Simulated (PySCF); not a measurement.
Some computed properties have been withheld. Give your best values.

Species: C5H5NO2S.
SMILES with atom numbers: `[CH3:1][O:2][C:3](=[O:4])[c:5]1[n:6][cH:7][cH:8][s:9]1` (hydrogens: H10, H11, H12 on C1; H13 on C7; H14 on C8)

Conformer (atom-mapped SMILES and torsion angles): `[CH3:1][O:2][C:3](=[O:4])[c:5]1[n:6][cH:7][cH:8][s:9]1`: C1–O2–C3–O4 0°, O2–C3–C5–N6 0°.

```tsv
property	level	value
point group of the GFN2-xTB geometry	GFN2-xTB	Cs
rotational constants A, B, C of the GFN2-xTB geometry	GFN2-xTB	3.562, 0.955, 0.757 GHz
dipole moment	PBE0/def2-SVPD	?
HOMO energy	PBE0/def2-SVPD	-7.64 eV
LUMO energy	PBE0/def2-SVPD	-2.04 eV
lowest singlet excitation	TDDFT PBE0/def2-SVPD	4.53 eV (273 nm, f = 0.000)
strongest line among the 6 lowest singlet transitions	TDDFT PBE0/def2-SVPD	S2 at 4.89 eV (254 nm, f = 0.206)
lowest triplet excitation (Tamm–Dancoff)	TDA PBE0/def2-SVPD	?
static isotropic polarisability	PBE0/def2-SVPD	90.8 au
electronic spatial extent ⟨r²⟩ about the centre of nuclear charge	PBE0/def2-SVPD	?
13C chemical shifts (computed TMS as zero) by class	GIAO PBE0/pcSseg-1	168.2 (C3), 165.6 (C5), 147.2 (C7), 136.0 (C8), 54.5 (C1) ppm
1H chemical shifts (computed TMS as zero) by class	GIAO PBE0/pcSseg-1	8.07 (H13), 7.50 (H14), 4.16 (H10/H11/H12) ppm
isotropic shieldings of nuclei other than C and H, by class	GIAO PBE0/pcSseg-1	?
```

Gas-phase values; electronic properties from PySCF, density fitting. Isolated species at its GFN2-xTB geometry (one conformer only).

What is the dipole moment?

1.41 D.

The electronic spatial extent ⟨r²⟩ about the centre of nuclear charge?

1443 bohr².

What is the lowest triplet excitation (Tamm–Dancoff)?

3.36 eV.

Give the isotropic shieldings of nuclei other than C and H, by class.

-109 (N6), -84 (O4), 152 (O2), 195 (S9) ppm.

The rotational constants make it an asymmetric top with κ = (2B − A − C)/(A − C) = -0.86, nearer the prolate limit (−1). The largest Löwdin shares of the HOMO are 0.24 on C7, 0.23 on C8, 0.20 on C5 and 0.12 on S9. The principal polarisabilities are 56.7, 93.1 and 122.5 au; their mean is the isotropic value. In wavenumbers S1 is 36600 cm⁻¹ (1 eV = 8065.54 cm⁻¹).

For the TDDFT job (PBE0/def2-SVPD), hardware: one thread of an Arm Neoverse V2, no GPU, shared host. Cost: 34 s, 0.90 GiB resident at most.
